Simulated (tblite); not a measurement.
C6H10O (charge -1 and doublet state).
Z-matrix (Å and degrees, GFN2-xTB geometry), rows numbered from 1:
```
C 
O   1  1.3778
C   2  1.4802  1  113.70
C   3  1.4424  2  118.73  1   -27.60
C   4  1.5227  3  120.85  2  -160.34
C   5  1.5335  4   89.01  3  -141.61
C   6  1.5328  5   90.23  4     9.80
H   1  1.0981  2  107.77  3   176.44
H   1  1.1007  2  111.35  3    56.45
H   1  1.1042  2  112.31  3   -64.08
H   3  1.0964  2  104.22  1  -155.97
H   5  1.1027  4  116.51  3   100.61
H   5  1.1057  4  116.29  3   -26.64
H   6  1.0960  5  115.66  4   128.59
H   6  1.0946  5  113.28  4  -105.85
H   7  1.1014  4  116.98  3  -103.95
H   7  1.1051  4  116.28  3    24.07
```

Calculated harmonic vibrations of the isolated species, GFN2-xTB (tblite), most abundant isotopes, no scaling. Against measured fundamentals such values can be off by several per cent, at times by over 20. One conformer, not necessarily the lowest. Open shells enter through the occupations alone, without spin polarisation, and single modes of such species can be off by tens of per cent.

Harmonic wavenumbers (cm⁻¹): 42.2, 86.9, 116.5, 187.6, 198.8, 288.8, 321.5, 476.2, 675.2, 755.7, 782.1, 835.6, 853.5, 900.0, 994.8, 1026.6, 1037.7, 1043.4, 1071.5, 1105.0, 1137.7, 1167.0, 1175.8, 1190.9, 1215.3, 1226.5, 1262.6, 1271.7, 1377.6, 1397.0, 1472.5, 1487.0, 1494.1, 1511.2, 1519.7, 2706.1, 2711.3, 2776.9, 2801.0, 2818.3, 2850.2, 2856.1, 2890.4, 2893.1, 2921.5.

A = 6184, B = 1620, C = 1374 MHz; mass 98.073 u (most abundant isotopes); point group C1, symmetry number 1; spin multiplicity 2.

Question: What is the zero-point energy?

Answer: Half the sum of the wavenumbers: 30466 cm⁻¹ = 364.45 kJ/mol.

Question: Give the ideal-gas entropy at 298.15 K and 1 bar in the rigid-rotor, harmonic-oscillator model (classical rotation).

Answer: Translation 166.05, rotation 115.26, vibration 92.58, spin (R ln 2) 5.76: S = 379.7 J/(mol K).

Question: And Cp and H(298.15 K) − H(0)?

Answer: Cp = 126.80 J/(mol K), of which vibrations give 93.54 (their classical limit is 45 R = 374.2); H(298.15 K) − H(0) = 24.03 kJ/mol without the zero-point energy, 14.11 from vibrations.

Question: Which modes carry the vibrational entropy at 298.15 K?

Answer: 42.2 cm⁻¹: 21.56; 86.9 cm⁻¹: 15.60; 116.5 cm⁻¹: 13.21; 187.6 cm⁻¹: 9.42; 198.8 cm⁻¹: 8.97; 288.8 cm⁻¹: 6.20 J/(mol K); the other 39 give 17.62 together.

Question: What must be added to the electronic energy to get the Gibbs energy at 298.15 K and 1 bar?

Answer: ZPE + [H(298.15 K) − H(0)] − T·S = 364.45 + 24.03 − 113.19 = 275.29 kJ/mol.

Question: How do the functions run with temperature in this model?

Answer: 
| T (K) | S (J/(mol K)) | Cp (J/(mol K)) | H − H(0) (kJ/mol) | G − H(0) (kJ/mol) | ln q(vib) |
| --- | --- | --- | --- | --- | --- |
| 100 | 280.6 | 68.9 | 5.07 | -22.98 | 1.49 |
| 200 | 336.2 | 94.4 | 13.24 | -54.00 | 3.54 |
| 300 | 380.4 | 127.5 | 24.26 | -89.87 | 5.48 |
| 500 | 462.6 | 198.3 | 57.05 | -174.27 | 9.32 |
| 800 | 573.1 | 271.0 | 128.38 | -330.06 | 15.15 |
| 1000 | 637.1 | 302.4 | 185.89 | -451.20 | 18.90 |

q(vib) and H(0) count from the zero-point level.

Hindered rotation and anharmonicity are outside this model. Other conformers, if any are populated, would add a mixing term that is left out. The structure is chiral; the term R ln 2 for an equal mix with its mirror image is left out.
